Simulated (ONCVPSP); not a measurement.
## Configuration tests for N (ONCV)

ONCVPSP 4.0.1 input, shortened (lines: element, Z, core and valence counts, functional; n l f; lmax; l rc ep ncon nbas qcut; lloc lpopt rc5 dvloc0; l nproj debl; icmod fcfact rcfact), PBE, scalar-relativistic:

```
  N 7.00    1    2        4      upf
    1    0    2.00
    2    0    2.00
    2    1    2.00
    1
    0    0.70    0.00    4    7    9.20
    1    1.35    0.00    3    7   12.00
    4    5    0.50    2.00
    0    2    1.80
    1    1    3.90
    1    0.35    0.00
```

Energies are relative to the spin-unpolarised reference configuration 2s2 2p2; without spin polarisation the order of configurations can differ from experiment.

```
valence configuration  charge  ΔE all-electron (eV)  error AE − PS (meV)
              2s2 2p1      +2                28.854                  +24
              2s2 2p0      +3                75.935                 +193
```

(1) What are ΔE and the potential's error for 2s2 2p3?

(2) What are ΔE and the potential's error for 2s1 2p4?

Note: ghosts flagged at negative energy: s at -314.0 eV; no localised positive-energy state flagged. A true bound ghost makes a file unfit for plane-wave use.

## Answers

(1) ΔE = -13.591 eV all-electron; the error (AE − PS) is +4.8 meV.

(2) ΔE = -2.084 eV all-electron; the error (AE − PS) is +26 meV.
